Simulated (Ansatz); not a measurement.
One change: `O[Si](O)(F)CF` becomes `O[SiH](O)CF`.

Ansatz, PBE0-D4/def2-TZVP geometries, multiplicity 1. Each molecule was computed in one conformer, which needn't be the lowest.

| property | `O[Si](O)(F)CF` |
| --- | --- |
| HOMO–LUMO gap (PBE/def2-TZVPP) / eV | 6.93 |
| LUMO energy (PBE/def2-TZVPP) / eV | -0.33 |
| size of the dipole moment (B3LYP/def2-TZVPP) / D | 1.50 |
| HOMO energy (PBE/def2-TZVPP) / eV | -7.26 |
| size of the dipole moment (ωB97M-V/def2-TZVPP) / D | 1.50 |
| LUMO energy (ωB97M-V/def2-TZVPP) / eV | 2.01 |

**Question.** Give the same properties after the change, and the shifts. (An estimate is asked.)

**Answer.** The calculation gave: 
| property | `O[SiH](O)CF` | shift |
| --- | --- | --- |
| HOMO–LUMO gap (PBE/def2-TZVPP) / eV | 6.11 | -0.82 |
| LUMO energy (PBE/def2-TZVPP) / eV | -0.59 | -0.26 |
| size of the dipole moment (B3LYP/def2-TZVPP) / D | 1.61 | 0.11 |
| HOMO energy (PBE/def2-TZVPP) / eV | -6.71 | 0.55 |
| size of the dipole moment (ωB97M-V/def2-TZVPP) / D | 1.63 | 0.13 |
| LUMO energy (ωB97M-V/def2-TZVPP) / eV | 2.07 | 0.06 |

With PBE0 the HOMO rises by 0.66 eV and the LUMO falls by 0.19 eV, so the gap narrows by about 0.85 eV. PBE moves the HOMO by 0.55 eV and ωB97M-V by 0.69 eV. Dipoles are sizes alone; their direction can turn.

B3LYP here is the variant with VWN-RPA as its local correlation; programs differ in this.
